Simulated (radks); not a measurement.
Dipole-allowed excitations along the series with 18 electrons in [Ar]. Calculated with a radial shooting solver on a logarithmic mesh with Libxc functionals: scalar-relativistic Kohn-Sham, exchange-only LDA, spin-polarised, spherical densities, finite nucleus; Fermi nuclear charge, rms radius of each element as measured or else 0.836 A^(1/3) + 0.57 fm. Time-dependent linear response with the Hartree and adiabatic exchange-only LDA kernel, continuum included through the Sternheimer equations, no spin-orbit coupling, so fine structure and intercombination lines are absent. Lines are the poles of the dipole polarisability below minus the highest occupied eigenvalue, found on a grid refined at the orbital gaps; the lowest seven at most are given, and weak or close lines can be missed. The first line takes the name of the lowest orbital gap if no other gap lies below it; otherwise a line is named after a gap within 0.6 % of it, if that gap stands alone.

species  -e(HOMO) (eV)  lowest orbital gap (eV)  first line (eV)     f  strongest line (eV)  its f  static alpha (bohr^3)
As15+           567.15             3p-3d 86.068   110.95 (3p-3d)  1.91            the first   1.91                 0.1381
Se16+           629.46             3p-3d 90.664   116.58 (3p-3d)  1.82            the first   1.82                 0.1194
Br17+           694.88             3p-3d 95.318   122.27 (3p-3d)  1.75            the first   1.75                 0.1038
Kr18+           763.43             3p-3d 100.04   128.02 (3p-3d)  1.68            the first   1.68                0.09087
Rb19+           835.11             3p-3d 104.83   133.84 (3p-3d)  1.62            the first   1.62                0.07993
Sr20+           909.93             3p-3d 109.69   139.74 (3p-3d)  1.56       505.06 (3p-4d)   1.64                0.07065
